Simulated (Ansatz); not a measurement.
Species: BH, charge 0, singlet. BH (λ1-borane, SMILES [BH]).
B3LYP-D3(BJ)/def2-TZVP minimum from Ansatz (a first-principles code):
```
B
H 1 1.2331
```

Wanted: atomisation energy (electronic, to ground-state atoms), in kcal/mol. UHF or UKS for unpaired electrons; spin-orbit terms are left out. CBS(X,Y): correlation extrapolated as X^-3, Hartree-Fock from the larger set (Q,5: extrapolated as (X+1)exp(-9√X)). A bracket is a step between two methods taken in the basis named. Functionals run without relativity, which enters their misses. Double hybrids freeze cores in their MP2 part. '+ core + X2C': CCSD(T) terms for core correlation (cc-pwCVTZ) and scalar relativity (cc-pVTZ-DK). Full CI freezes restricted core orbitals, also for open shells; the composite that ends in it estimates full CI at the basis-set limit. For partners of very few electrons the exact lower level stands in for a higher one. The restricted determinant of HB ([BH], singlet) is unstable towards broken spin symmetry in at least one set run.

CCSD(T)/CBS(cc-pVQZ,cc-pV5Z) + [FCI - CCSD(T)]/cc-pV5Z + core + X2C (Ansatz) gives 85.0 kcal/mol.

### Question
What does PBE/def2-TZVPD (Ansatz) give here, and how do the other levels compare?

### Answer
PBE gives 81.1 kcal/mol, 3.9 kcal/mol below it. Errors of the others: r2SCAN/def2-TZVPD (Ansatz) -5.7; B3LYP/def2-TZVPD (Ansatz) -1.2; PBE0/def2-TZVPD (Ansatz) -4.5; wB97M-V/def2-TZVPD (Ansatz) 0.3; B2PLYP/def2-TZVPD (Ansatz) -2.6; CCSD(T)/CBS(cc-pVQZ,cc-pV5Z) + core + X2C (Ansatz) -0.1 kcal/mol. Nearer than PBE: B3LYP/def2-TZVPD, wB97M-V/def2-TZVPD, B2PLYP/def2-TZVPD, CCSD(T)/CBS(cc-pVQZ,cc-pV5Z) + core + X2C.
